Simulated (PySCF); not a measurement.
C7H5NOS, SMILES c1coc(-c2nccs2)c1.

Coordinates come from a PBE-D3(BJ)/def2-SVP optimisation. Other conformers were not sampled.

All values below come from PBE-D3(BJ)/def2-SVP in PySCF.

Frequencies are harmonic and unscaled.

Computed normal modes with their intensities:
```json
[
 {"mode": "1", "ν (cm⁻¹)": "67", "IR (km/mol)": "1.0", "moving atoms (share of kinetic energy)": "C 36 %, O 24 %, S 18 %, H 11 %, N 10 %"},
 {"mode": "2", "ν (cm⁻¹)": "119", "IR (km/mol)": "3.1", "moving atoms (share of kinetic energy)": "C 78 %, H 14 %"},
 {"mode": "3", "ν (cm⁻¹)": "124", "IR (km/mol)": "1.9", "moving atoms (share of kinetic energy)": "C 47 %, S 22 %, O 12 %, H 11 %"},
 {"mode": "4", "ν (cm⁻¹)": "294", "IR (km/mol)": "0.0", "moving atoms (share of kinetic energy)": "C 52 %, N 18 %, O 12 %, S 9 %, H 9 %"},
 {"mode": "5", "ν (cm⁻¹)": "347", "IR (km/mol)": "0.2", "moving atoms (share of kinetic energy)": "C 57 %, S 22 %, O 8 %"},
 {"mode": "6", "ν (cm⁻¹)": "412", "IR (km/mol)": "0.2", "moving atoms (share of kinetic energy)": "C 37 %, S 26 %, O 19 %, N 11 %"},
 {"mode": "7", "ν (cm⁻¹)": "507", "IR (km/mol)": "2.7", "moving atoms (share of kinetic energy)": "C 73 %, H 16 %"},
 {"mode": "8", "ν (cm⁻¹)": "593", "IR (km/mol)": "3.2", "moving atoms (share of kinetic energy)": "C 59 %, H 29 %, O 12 %"},
 {"mode": "9", "ν (cm⁻¹)": "620", "IR (km/mol)": "13.6", "moving atoms (share of kinetic energy)": "C 53 %, N 28 %, H 11 %"},
 {"mode": "10", "ν (cm⁻¹)": "631", "IR (km/mol)": "2.7", "moving atoms (share of kinetic energy)": "S 40 %, C 32 %, N 23 %"},
 {"mode": "11", "ν (cm⁻¹)": "682", "IR (km/mol)": "17.5", "moving atoms (share of kinetic energy)": "H 49 %, C 45 %"},
 {"mode": "12", "ν (cm⁻¹)": "703", "IR (km/mol)": "11.0", "moving atoms (share of kinetic energy)": "H 48 %, C 40 %"},
 {"mode": "13", "ν (cm⁻¹)": "718", "IR (km/mol)": "50.1", "moving atoms (share of kinetic energy)": "H 76 %, C 22 %"},
 {"mode": "14", "ν (cm⁻¹)": "746", "IR (km/mol)": "2.2", "moving atoms (share of kinetic energy)": "C 54 %, S 24 %, N 16 %"},
 {"mode": "15", "ν (cm⁻¹)": "805", "IR (km/mol)": "15.7", "moving atoms (share of kinetic energy)": "H 71 %, C 29 %"},
 {"mode": "16", "ν (cm⁻¹)": "861", "IR (km/mol)": "33.0", "moving atoms (share of kinetic energy)": "C 66 %, H 17 %"},
 {"mode": "17", "ν (cm⁻¹)": "869", "IR (km/mol)": "2.6", "moving atoms (share of kinetic energy)": "H 73 %, C 27 %"},
 {"mode": "18", "ν (cm⁻¹)": "871", "IR (km/mol)": "0.2", "moving atoms (share of kinetic energy)": "H 72 %, C 28 %"},
 {"mode": "19", "ν (cm⁻¹)": "873", "IR (km/mol)": "5.8", "moving atoms (share of kinetic energy)": "C 81 %, H 9 %"},
 {"mode": "20", "ν (cm⁻¹)": "876", "IR (km/mol)": "20.8", "moving atoms (share of kinetic energy)": "C 49 %, O 29 %, H 14 %"},
 {"mode": "21", "ν (cm⁻¹)": "985", "IR (km/mol)": "8.8", "moving atoms (share of kinetic energy)": "H 60 %, C 24 %, O 15 %"},
 {"mode": "22", "ν (cm⁻¹)": "1002", "IR (km/mol)": "46.9", "moving atoms (share of kinetic energy)": "H 57 %, C 33 %"},
 {"mode": "23", "ν (cm⁻¹)": "1035", "IR (km/mol)": "9.5", "moving atoms (share of kinetic energy)": "H 73 %, C 14 %, N 12 %"},
 {"mode": "24", "ν (cm⁻¹)": "1095", "IR (km/mol)": "17.2", "moving atoms (share of kinetic energy)": "C 53 %, H 28 %, O 17 %"},
 {"mode": "25", "ν (cm⁻¹)": "1138", "IR (km/mol)": "16.9", "moving atoms (share of kinetic energy)": "H 49 %, C 36 %, O 9 %"},
 {"mode": "26", "ν (cm⁻¹)": "1174", "IR (km/mol)": "3.0", "moving atoms (share of kinetic energy)": "H 54 %, C 22 %, O 17 %"},
 {"mode": "27", "ν (cm⁻¹)": "1212", "IR (km/mol)": "3.4", "moving atoms (share of kinetic energy)": "C 48 %, H 38 %, O 14 %"},
 {"mode": "28", "ν (cm⁻¹)": "1283", "IR (km/mol)": "17.8", "moving atoms (share of kinetic energy)": "C 61 %, H 26 %, N 9 %"},
 {"mode": "29", "ν (cm⁻¹)": "1323", "IR (km/mol)": "14.9", "moving atoms (share of kinetic energy)": "C 60 %, N 23 %, H 15 %"},
 {"mode": "30", "ν (cm⁻¹)": "1389", "IR (km/mol)": "1.7", "moving atoms (share of kinetic energy)": "C 71 %, H 23 %"},
 {"mode": "31", "ν (cm⁻¹)": "1442", "IR (km/mol)": "0.4", "moving atoms (share of kinetic energy)": "C 83 %, H 9 %"},
 {"mode": "32", "ν (cm⁻¹)": "1478", "IR (km/mol)": "0.2", "moving atoms (share of kinetic energy)": "C 80 %, H 11 %, N 8 %"},
 {"mode": "33", "ν (cm⁻¹)": "1517", "IR (km/mol)": "44.6", "moving atoms (share of kinetic energy)": "C 79 %, N 12 %, H 9 %"},
 {"mode": "34", "ν (cm⁻¹)": "1606", "IR (km/mol)": "15.9", "moving atoms (share of kinetic energy)": "C 94 %"},
 {"mode": "35", "ν (cm⁻¹)": "3141", "IR (km/mol)": "8.9", "moving atoms (share of kinetic energy)": "H 92 %, C 8 %"},
 {"mode": "36", "ν (cm⁻¹)": "3190", "IR (km/mol)": "2.0", "moving atoms (share of kinetic energy)": "H 92 %, C 8 %"},
 {"mode": "37", "ν (cm⁻¹)": "3196", "IR (km/mol)": "2.5", "moving atoms (share of kinetic energy)": "H 91 %, C 9 %"},
 {"mode": "38", "ν (cm⁻¹)": "3211", "IR (km/mol)": "1.6", "moving atoms (share of kinetic energy)": "H 91 %, C 9 %"},
 {"mode": "39", "ν (cm⁻¹)": "3219", "IR (km/mol)": "0.7", "moving atoms (share of kinetic energy)": "H 90 %, C 10 %"}
]
```
